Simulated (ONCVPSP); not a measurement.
**What one change does to a pseudopotential (hafnium (Hf), ONCV)**

```json
{
  "Element": "Hf",
  "Generator": "ONCVPSP 4.0.1",
  "Type": "optimised norm-conserving Vanderbilt (ONCV)",
  "Functional": "PBE",
  "Relativity": "fully relativistic",
  "Frozen core": "[Kr] 4d10",
  "Valence charge": "26",
  "Reference configuration": "4f14 5s2 5p6 5d2 6s1.75 6p0.25",
  "Partial waves": "5s+6s: rc 2.15 bohr, ncon 5, nbas 9, qcut 5.1 1/bohr, 2 projectors; 5p+6p: rc 2.10 bohr, ncon 4, nbas 7, qcut 6.2 1/bohr, 2 projectors; 5d: rc 2.00 bohr, ncon 4, nbas 7, qcut 4.3 1/bohr, 3 projectors, debl 1.7 Ha; 4f: rc 0.85 bohr, ncon 4, nbas 9, qcut 18.4 1/bohr, 3 projectors, debl 3.8 Ha",
  "Local potential": "polynomial inside 0.70 bohr (lpopt 1, dvloc0 6 Ha)",
  "Core correction": "Teter function, fcfact 4, rcfact 1.35"
}
```

Open shells are filled in proportion to 2j + 1.

Change: core correction Teter function, fcfact 4, rcfact 2.02.

Cutoffs: the cutoffs (Ha) at which the residual kinetic energy of the hardest occupied pseudo-wave falls to 1 and 0.1 mHa per electron; they do not see the model core or the augmentation charge, which bear on the density cutoff. Errors are all-electron minus pseudo energies relative to the spin-unpolarised reference configuration.

Problem. How do hardness, ghosts and transferability respond?

Solution. The potential gets neither clearly harder nor softer (158 Ha and 260 Ha → 158 Ha and 260 Ha); both files keep a bound ghost (d, s); of the 4 tests that both files solve, the error grows in 3 and shrinks in 0 by more than 15 % and 0.3 meV (median size 2.2 → 6.6 meV). A model core, the more so a compact one, raises the density cutoff, which this test does not measure.

```tsv
quantity	base	changed
cutoff, loose	158 Ha	158 Ha
cutoff, tight	260 Ha	260 Ha
bound ghosts	s, d3/2	s, d3/2
GHOST(+) flags under 300 eV	p3/2 at 25.0 eV, p1/2 at 62.1 eV	p3/2 at 25.0 eV, p1/2 at 62.1 eV
error for 4f14 5s2 5p6 5d2 6s2 6p0, meV [ΔE -0.93 eV]	0.0	-0.1
error for 4f14 5s2 5p6 5d2 6s1 6p0, meV [ΔE 7.05 eV]	-0.5	-1.5
error for 4f14 5s2 5p6 5d2 6s0 6p0, meV [ΔE 21.23 eV]	-3.8	-12
error for 4f13 5s2 5p6 5d3 6s2 6p0, meV [ΔE 16.46 eV]	-26	-43
s: phases at 2.18 bohr within 0.05 rad from the reference energy up to (Ha; the scan ends near 5)	4.5	4.5
p3/2: phases at 2.13 bohr within 0.05 rad from the reference energy up to (Ha; the scan ends near 5)	0.8	0.8
p1/2: phases at 2.13 bohr within 0.05 rad from the reference energy up to (Ha; the scan ends near 5)	2.1	2.1
d5/2: phases at 2.03 bohr within 0.05 rad from the reference energy up to (Ha; the scan ends near 5)	to the end of the scan	to the end of the scan
d3/2: phases at 2.03 bohr within 0.05 rad from the reference energy up to (Ha; the scan ends near 5)	to the end of the scan	to the end of the scan
f7/2: phases at 0.86 bohr within 0.05 rad from the reference energy up to (Ha; the scan ends near 5)	to the end of the scan	to the end of the scan
f5/2: phases at 0.86 bohr within 0.05 rad from the reference energy up to (Ha; the scan ends near 5)	to the end of the scan	to the end of the scan
rms error of d²Exc/dni dnj with the model core, mHa	3.29	2.66
```

 A true bound ghost makes a file unfit for plane-wave use even where its test errors are small: the radial tests pick states by their node count and pass the ghost by.
